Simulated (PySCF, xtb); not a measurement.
AlH3Se3, SMILES [SeH][Al]([SeH])[SeH]. The values are those of a single conformer.

Harmonic wavenumbers (cm⁻¹) from GFN2-xTB run with xtb at its own minimum, in rising order: 61, 63, 107, 118, 139, 151, 205, 401, 410, 419, 472, 482, 1987, 1998, 2035.

**Question.** What does PySCF with PBE-D3(BJ)/def2-SVP give at its own minimum? (An estimate is asked for; the answer gives what the named calculation found.)

**Answer.** 69, 75, 131, 142, 192, 201, 208, 434, 441, 524, 589, 607, 2353, 2354, 2357. Paired by order, the mean absolute difference is 109 cm⁻¹ and the zero-point energies are 12.9 and 15.3 kcal/mol.
